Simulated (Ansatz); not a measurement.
In₉Sb₁₀H₂₆⁺, a nanocrystal cut from wurtzite InSb (hydrogen-capped), relaxed as a singlet with RKS r2SCAN-D4/def2-SVP in Ansatz, starting from a model built from a lattice or polyhedron. Force threshold 0.03 eV/Å.

In the def2 sets In, Sb take a core potential; there is no spin–orbit coupling. Single mean-field runs in def2-SVP are fitted with def2-universal-jkfit.

Start:

```
atom   x (Å)   y (Å)   z (Å)
 Sb1   1.002   2.312  -4.220
 In2   3.621   2.490  -3.223
 Sb3  -3.311   1.146  -3.213
 In4  -4.175  -1.502  -3.038
 In5  -0.705   1.348  -2.226
 Sb6   0.168  -1.162  -1.370
 Sb7   3.657   1.685  -0.555
 In8   2.795  -0.977  -0.348
 Sb9  -4.129  -2.354  -0.397
In10  -1.527  -2.130   0.646
Sb11  -0.661  -4.616   1.483
Sb12   2.825  -1.760   2.335
In13   1.970  -4.448   2.469
Sb14  -0.671   3.142  -0.067
In15   1.949   3.341   0.942
In16  -2.379   2.182   1.966
Sb17  -1.497  -0.342   2.831
Sb18   1.976   2.503   3.642
In19   1.132  -0.125   3.812
 H20   0.983   1.227  -5.583
 H21   0.451   3.859  -4.754
 H22   4.670   1.477  -4.168
 H23   4.126   4.162  -3.340
 H24  -3.349   1.654  -4.850
 H25  -4.359   2.148  -2.292
 H26  -3.144  -2.513  -3.983
 H27  -5.788  -1.631  -3.666
 H28   0.143  -2.250  -2.730
 H29   5.241   1.827   0.076
 H30   3.850  -1.988  -1.293
 H31  -4.679  -3.947  -0.243
 H32  -5.226  -1.330   0.564
 H33  -0.696  -5.744   0.151
 H34  -1.685  -5.226   2.723
 H35   4.441  -1.666   2.943
 H36   2.999  -5.459   1.542
 H37   1.968  -4.932   4.159
 H38  -1.191   4.688  -0.564
 H39   2.473   4.988   0.841
 H40  -3.979   2.069   1.338
 H41  -2.381   3.310   3.288
 H42  -2.568  -0.935   4.082
 H43   3.575   2.621   4.251
 H44   0.947   3.521   4.556
 H45   1.138  -0.659   5.482
```

Q: Estimate the energy that the relaxation releases and the steps that it takes.

A: 2.45 eV, in 26 steps; 2.4 min on 4 threads of AMD EPYC 7R13 on a shared host and a share (37 GiB) of an NVIDIA H100 80GB HBM3. The force fell under the threshold at step 16, but the optimiser went on and released 0.013 eV more. No frequencies were taken in this run, so the end may be a saddle point.

Q: Does the start keep its bonding and symmetry?

A: By distances, no bond broke or formed. The bond that changes most is Sb1–In2, from 2.81 to 2.98 Å (atoms count from 1). Point group Cs at the start, Cs at the end, both within 0.05 Å.

Q: Predict the relaxed structure.

A: 
Cartesian coordinates in Å:
```
Sb 1.314 2.270 -4.103
In 4.163 2.641 -3.315
Sb -3.264 1.039 -3.191
In -5.253 -1.091 -2.848
In -0.604 1.379 -2.219
Sb 0.359 -1.097 -1.230
Sb 3.617 1.792 -0.596
In 3.094 -0.987 -0.303
Sb -4.059 -2.288 -0.449
In -1.446 -2.152 0.685
Sb -0.324 -4.605 1.550
Sb 2.752 -1.837 2.388
In 2.414 -4.697 2.720
Sb -0.686 3.018 0.058
In 1.997 3.580 0.884
In -2.949 1.956 1.523
Sb -1.458 -0.220 2.721
Sb 2.003 2.401 3.499
In 1.081 -0.261 4.044
H 1.078 1.247 -5.441
H 0.586 3.643 -4.792
H 4.939 1.352 -4.135
H 4.320 4.348 -3.318
H -3.107 1.311 -4.865
H -3.968 2.546 -2.838
H -4.836 -2.206 -4.079
H -6.665 -0.300 -2.296
H 0.278 -2.168 -2.554
H 5.112 1.967 0.207
H 4.113 -2.008 -1.249
H -4.371 -3.961 -0.516
H -5.048 -1.983 0.899
H -0.566 -5.652 0.232
H -1.538 -5.271 2.537
H 4.282 -1.513 3.069
H 3.308 -5.490 1.492
H 2.090 -5.008 4.374
H -1.200 4.482 -0.648
H 2.390 5.256 0.873
H -3.817 1.124 0.260
H -3.512 3.061 2.705
H -2.500 -0.973 3.839
H 3.592 2.511 4.093
H 1.303 3.482 4.610
H 0.985 -0.637 5.721
```
Bond lengths (bridged metal pairs left out): 25 × In–Sb 2.81 to 2.98 Å; 15 × H–Sb 1.70 to 1.71 Å; 11 × H–In 1.71 to 1.74 Å.
